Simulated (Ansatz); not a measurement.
System: sum formula CaOH (charge 0, doublet). It need not be the lowest isomer of its formula. 
Coordinates optimised at B3LYP-D3(BJ)/def2-TZVP (Ansatz, a quantum-chemistry and plane-wave program):
```xyz
3

Ca     0.0000     0.0000    -0.6473
O      0.0000     0.0000     1.3322
H      0.0000     0.0000     2.2876
```
Charge 0, spin multiplicity 2.

Total electronic energies in hartree. Cores are frozen in the correlated levels unless marked. Open shells are spin-unrestricted. Spin-orbit coupling is left out. Frozen are the shells of the preceding noble gas and the d and f shells that filled before the atom's block. The outer core of K, Ca and their heavier congeners is not correlated, a term that matters for these elements. No relativistic terms. Basis-set limits of correlation are two-point, X^-3; Hartree-Fock from the larger set. [CCSD(T)-MP2]/basis is that difference in the basis named.

```tsv
level	program	energy (Eh)
HF/def2-QZVPPD	Ansatz	-752.29817
BLYP/def2-TZVPD	Ansatz	[?]
LC-wPBE/def2-TZVPD	Ansatz	[?]
wB97M-V/def2-TZVPD	Ansatz	[?]
RI-MP2/def2-TZVPP	Ansatz	-752.54818
RI-MP2/def2-QZVPP	Ansatz	-752.59131
SCS-MP2/def2-QZVPP	Ansatz	-752.58672
CCSD/6-31G*	Ansatz	-752.40576
CCSD/def2-TZVPP	Ansatz	-752.54834
CCSD/CBS(def2-TZVPP,def2-QZVPP)	Ansatz	-752.6041
CCSD(T)/6-31G*	Ansatz	-752.40962
CCSD(T)/def2-TZVPPD	Ansatz	-752.56293
RI-MP2/CBS(def2-TZVPP,def2-QZVPP)+[CCSD(T)-MP2]/def2-TZVPP	Ansatz	-752.6178
RI-MP2/CBS(def2-TZVPPD,def2-QZVPPD)+[CCSD(T)-MP2]/def2-QZVPPD	Ansatz	-752.6159
CCSD(T)/CBS(def2-TZVPPD,def2-QZVPPD)	Ansatz	-752.6152
```

Task: Fill in the missing entries.

Result: 
- BLYP/def2-TZVPD, energy (Eh): -753.47671
- LC-wPBE/def2-TZVPD, energy (Eh): -753.27643
- wB97M-V/def2-TZVPD, energy (Eh): -753.41979
